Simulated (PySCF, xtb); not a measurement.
SnF3, SMILES [F][Sn]([F])[F], multiplicity 2.

Harmonic wavenumbers (cm⁻¹) from GFN2-xTB run with xtb at its own minimum, in rising order: 27, 67, 67, 296, 296, 307.

Q: What does PySCF 2.14.0 with r2SCAN-D4/def2-SVP give at its own minimum? (Estimate from the structure and the level; the computed values follow.)

A: 146, 146, 176, 601, 625, 626. Paired by order, the mean absolute difference is 210 cm⁻¹ and the zero-point energies are 1.5 and 3.3 kcal/mol.
